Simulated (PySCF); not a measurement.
Ga(H)(OH)(NH2) (GaH4NO), SMILES [NH2][GaH][OH]. Atoms are numbered in the order given.

```xyz
7

Ga    -0.3359     0.0268     0.0000
H     -1.8781     0.1185     0.0000
O      0.6069     1.5499     0.0000
H      1.5597     1.4370     0.0000
N      0.5903    -1.5344     0.0000
H      1.5935    -1.6061     0.0000
H      0.1499    -2.4386     0.0000
```
Charge 0, spin multiplicity 1.

Coordinates come from a ωB97X-D3(BJ)/def2-TZVP optimisation. One conformer was computed; it need not be the lowest.

Computed with ωB97X-D3(BJ)/def2-TZVP (PySCF).

Frequencies are harmonic and unscaled.

```csv
mode,ν (cm⁻¹),IR (km/mol),moving atoms (share of kinetic energy)
1,192,15.0,"O 33 %, N 26 %, H 22 %, Ga 19 %"
2,214,202.1,"H 78 %, N 21 %"
3,321,115.2,H 93 %
4,363,30.8,"H 84 %, O 10 %"
5,543,6.8,H 96 %
6,570,44.6,H 94 %
7,691,44.2,"O 64 %, N 21 %, Ga 11 %"
8,720,123.8,"N 47 %, Ga 23 %, O 17 %, H 14 %"
9,753,83.2,"H 80 %, N 18 %"
10,837,100.8,"H 89 %, O 8 %"
11,1577,34.6,"H 90 %, N 10 %"
12,2082,113.5,H 99 %
13,3630,16.1,H 96 %
14,3728,23.9,"H 91 %, N 9 %"
15,3913,38.9,H 94 %
```
